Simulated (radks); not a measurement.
Results of a calculation; reference values are marked as such.
Trend from C4+ to Ne4+: ionisation energy by Delta-SCF between NIST ground configurations, and size. Code: a radial shooting solver on a logarithmic mesh with Libxc functionals. Model: scalar-relativistic Kohn-Sham, LDA (Slater exchange, Perdew-Wang correlation), spin-polarised, spherical densities, finite nucleus; open shells are filled with parallel spins first; Fermi nuclear charge, rms radius of each element as measured or else 0.836 A^(1/3) + 0.57 fm.

species,configuration,configuration of the ion,IE (eV),NIST (eV),kind,-e(HOMO) (eV),outermost,<r> outermost (bohr)
C4+,[He],1s1,388.23,392.09,theory,354.80 (1s),1s,0.269
N4+,[He] 2s1,[He],97.697,97.890,exp.,89.028 (2s),2s,1.05
O4+,[He] 2s2,[He] 2s1,112.28,113.90,exp.,102.26 (2s),2s,0.933
F4+,[He] 2s2 2p1,[He] 2s2,114.51,114.25,semi-emp.,100.93 (2p),2s,0.847
Ne4+,[He] 2s2 2p2,[He] 2s2 2p1,127.01,126.25,exp.,111.97 (2p),2s,0.775

Reference values: NIST Atomic Spectra Database (exp. = measured, semi-emp. = semi-empirical, theory = theoretical value adopted there). Open shells are spherical and high-spin; term and fine-structure splittings are not resolved.
